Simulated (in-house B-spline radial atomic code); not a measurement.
How numerical settings move a run on neutral ytterbium, [Xe] 4f14 6s2. Computed with an all-electron radial atomic-structure program (B-spline basis): Dirac-Kohn-Sham BLYP, spherical fractional occupations, Fermi nucleus of rms radius 5.3108 fm.

Command:
```bash
python run_scf.py task.json out
```
Settings of the sound reference run:
```
Z                70
electrons        70
configuration    [Xe] 4f14 6s2
hamiltonian      dirac
method           b88,lyp
spin_polarised   False
nucleus          fermi
rms_radius       5.3108
mass_number      174
atomic_mass      173.9389
speed_of_light   137.036
knot_spacing     0.22
spline_order     8
gauss_points     12
box_radius       50
max_iterations   70
damping          0.5
damped_steps     3
diis_vectors     10
tolerance        1e-08
start            Thomas-Fermi
```

Run time, properties included: 2.8 s on 1 thread of Arm Neoverse N1, on a shared host.

It converges in 13 iterations to -14075.178693 hartree, with 4f7/2 at -2.23154 eV. The other runs change the listed settings, some to values that make no sense; their results aren't properties of the atom or ion. Radii are in bohr (the nuclear one in fm), a minus after a letter asks for a j subshell, and «unchanged» means within 1e-8 hartree. The run stops when the residual is below 10 × tolerance × max(1, Z/10), or a noise floor if that is larger, and the energy moves by less than 1e-8 × √|E| hartree; so very loose and very tight tolerances often act alike.

| changed settings | outcome |
| --- | --- |
| gauss_points = 3, box_radius = 100, max_iterations = 50 | converged in 13 iterations, energy +1.93e-03 hartree from the reference, 4f7/2 level -4.2e-05 eV |
| electrons = 71, configuration = [Xe] 4f14 6s2 1f1, max_iterations = 100 | stopped with error: there is no 1f shell |
| box_radius = 15 | converged in 13 iterations, energy +1.39e-05 hartree from the reference, 4f7/2 level +2.1e-03 eV (the program warns: 6s1/2 reaches the box edge) |
| box_radius = 25 | converged in 13 iterations, energy unchanged, 4f7/2 level -6.8e-07 eV |
| box_radius = 2 | converged in 9 iterations, energy +1.86e+01 hartree from the reference, 4f7/2 level +6.2e+01 eV (the program warns: 4f7/2 has a positive eigenvalue: unbound, held by the box; 5s1/2 has a positive eigenvalue: unbound, held by the box) |
| start = bare nucleus | converged in 14 iterations, energy unchanged, 4f7/2 level -6.0e-05 eV |
| box_radius = 100 | converged in 13 iterations, energy unchanged |
| box_radius = 5 | converged in 11 iterations, energy +2.53e-01 hartree from the reference, 4f7/2 level +3.9e+00 eV (the program warns: 4f7/2 has a positive eigenvalue: unbound, held by the box; 4f5/2 has a positive eigenvalue: unbound, held by the box) |
| box_radius = 7.5 | converged in 12 iterations, energy +2.27e-02 hartree from the reference, 4f7/2 level +8.2e-01 eV (the program warns: 4f7/2 reaches the box edge; 5p1/2 reaches the box edge) |
| spline_order = 7, max_iterations = 100, damped_steps = 0, diis_vectors = 1, start = bare nucleus | not converged after 100 iterations, last residual 4.6e+00, last energy +9.69e+02 hartree from the reference |
| box_radius = 3 | converged in 11 iterations, energy +2.97e+00 hartree from the reference, 4f7/2 level +1.8e+01 eV (the program warns: 4f7/2 has a positive eigenvalue: unbound, held by the box; 4f5/2 has a positive eigenvalue: unbound, held by the box) |
| box_radius = 2, max_iterations = 100, diis_vectors = 0 | converged in 21 iterations, energy +1.86e+01 hartree from the reference, 4f7/2 level +6.2e+01 eV (the program warns: 4f7/2 has a positive eigenvalue: unbound, held by the box; 5s1/2 has a positive eigenvalue: unbound, held by the box) |
| gauss_points = 16 | converged in 13 iterations, energy unchanged, 4f7/2 level +3.1e-07 eV |
| gauss_points = 5 | converged in 13 iterations, energy -1.66e-07 hartree from the reference |

Task: What happens with box_radius = 200?

Result: Converged in 13 iterations, energy unchanged, 4f7/2 level +7.3e-07 eV.

Task: What happens with method = hf, speed_of_light = 35.0127?

Result: Stopped with error: Z/c is past the critical charge.

Task: What happens with gauss_points = 4, box_radius = 200, max_iterations = 12, diis_vectors = 0?

Result: Not converged after 12 iterations, last residual 4.2e-01, last energy +3.43e+00 hartree from the reference.

Task: What happens with box_radius = 10?

Result: Converged in 13 iterations, energy +2.05e-03 hartree from the reference, 4f7/2 level +1.4e-01 eV (the program warns: 4f7/2 reaches the box edge; 4f5/2 reaches the box edge).
